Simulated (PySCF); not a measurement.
# The first ionisation energy along the 4p block

All values are computed (PySCF 2.14, energy differences of UHF-based or UKS calculations, no spin-orbit coupling). Values in eV. The last column holds reference values (NIST; (s) semi-empirical, (t) theoretical, else measured). Unmarked ones compare directly (S terms, centres of terms, or small fine structure); those marked * lie between the lowest fine-structure levels and include a spin-orbit shift.

| element | configurations | UHF | MP2 (valence) | SCS-MP2 (valence) | CCSD (valence) | CCSD(T) (valence) | reference |
| --- | --- | --- | --- | --- | --- | --- | --- |
| Ga (def2-SVP, non-relativistic) | [Ar] 3d10 4s2 4p1 → [Ar] 3d10 4s2 | 5.550 | 5.683 | 5.662 | 5.738 | 5.753 | 5.931 |
| As (def2-SVP, non-relativistic) | [Ar] 3d10 4s2 4p3 → [Ar] 3d10 4s2 4p2 | 9.463 | 9.796 | 9.676 | 9.739 | 9.744 | 10.008 |
| Se (def2-SVP, non-relativistic) | [Ar] 3d10 4s2 4p4 → [Ar] 3d10 4s2 4p3 | 8.566 | 8.967 | 8.994 | 8.988 | 8.996 | 9.635 |
| Br (def2-SVP, non-relativistic) | [Ar] 3d10 4s2 4p5 → [Ar] 3d10 4s2 4p4 | 10.804 | 11.353 | 11.334 | 11.309 | 11.314 | 11.844 |
| Kr (def2-SVP, non-relativistic) | [Kr] → [Ar] 3d10 4s2 4p5 | 13.185 | 13.863 | 13.786 | 13.744 | 13.747 | 14.222 |

**Question.** Fill in the row of Ge (def2-SVP, non-relativistic) ([Ar] 3d10 4s2 4p2 → [Ar] 3d10 4s2 4p1).

**Answer.** UHF 7.448; MP2 (valence) 7.685; SCS-MP2 (valence) 7.621; CCSD (valence) 7.701; CCSD(T) (valence) 7.710; reference 7.925 (eV).

"Valence" correlates the outer s and p shells and, in groups 3 to 12 and the f block, the outer d or f shell, open or full, or the next shell where the ion has no valence electron left; the wider scheme adds the next inner shell.
